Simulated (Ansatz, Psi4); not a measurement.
Ansatz (a program for electronic structure) was given this input:
Ansatz 0.2 input:
```yaml
crystal:
  periodic: [false, false, false]
  atoms:
    - {symbol: In, position_ang: [-0.00027071, 0.00058834, -0.00069908]}
    - {symbol: C, position_ang: [-1.54741402, -1.60362658, -0.25516667]}
    - {symbol: H, position_ang: [-1.47645898, -2.03150186, -1.25510468]}
    - {symbol: H, position_ang: [-2.54532539, -1.18425536, -0.13021367]}
    - {symbol: H, position_ang: [-1.39904443, -2.39480853, 0.47847392]}
    - {symbol: C, position_ang: [-0.16211960, 1.91699700, -1.15548571]}
    - {symbol: H, position_ang: [0.80256149, 2.17280153, -1.59247574]}
    - {symbol: H, position_ang: [-0.46352417, 2.72452625, -0.48838330]}
    - {symbol: H, position_ang: [-0.90066120, 1.82322629, -1.95032013]}
    - {symbol: C, position_ang: [1.71103614, -0.31596421, 1.41393740]}
    - {symbol: H, position_ang: [2.33646867, 0.57422770, 1.46297261]}
    - {symbol: H, position_ang: [2.31750483, -1.15712290, 1.07865522]}
    - {symbol: H, position_ang: [1.33272866, -0.54035921, 2.41094086]}
basis:
  gaussian:
    orbitals: def2-SVP
hamiltonian:
  xc: blyp
accuracy: high
```

### Question
Write the same job for Psi4.

### Answer
Several could match; the one computed here: 
```
memory 2 GB

molecule mol {
0 1
  In   -0.000271    0.000588   -0.000699
  C    -1.547414   -1.603627   -0.255167
  H    -1.476459   -2.031502   -1.255105
  H    -2.545325   -1.184255   -0.130214
  H    -1.399044   -2.394809    0.478474
  C    -0.162120    1.916997   -1.155486
  H     0.802561    2.172802   -1.592476
  H    -0.463524    2.724526   -0.488383
  H    -0.900661    1.823226   -1.950320
  C     1.711036   -0.315964    1.413937
  H     2.336469    0.574228    1.462973
  H     2.317505   -1.157123    1.078655
  H     1.332729   -0.540359    2.410941
}

set basis def2-svp
set reference rks
set scf_type pk
set puream true
set d_convergence 1e-8
set dft_radial_points 99
set dft_spherical_points 590

energy('blyp')
print_variables()
```

Both were run: Ansatz gave -309.612746 Eh and Psi4 -309.612746 Eh, 0.000 mEh apart.
